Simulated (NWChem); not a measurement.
System: C2H3ClF2Si; SMILES F/C([SiH3])=C(\F)Cl

```xyz
9

F      1.8236    -1.0707     0.0000
C      0.5696    -0.5565     0.0000
Si    -0.8874    -1.7729     0.0000
C      0.4475     0.7933     0.0000
F      1.4791     1.6296     0.0000
Cl    -1.0998     1.5655     0.0000
H     -0.2871    -3.1478     0.0000
H     -1.7376    -1.5790     1.2234
H     -1.7376    -1.5790    -1.2234
```
Atoms are numbered in this order, from 1.

Program: NWChem. Pople sets run with spherical d functions. STO-3G and 3-21G are far too small for this property and stand as cheap habits. All runs use the structure optimised with PBE-D3(BJ)/def2-SVP. B3LYP is NWChem's, with the RPA form of VWN correlation. Field at 589 nm.

```tsv
level	isotropic polarisability (bohr³)	anisotropy (bohr³)
B3LYP/STO-3G	30.4	26.0
B3LYP/6-31G*	55.6	32.4
B3LYP/def2-SVP	57.3	30.1
```
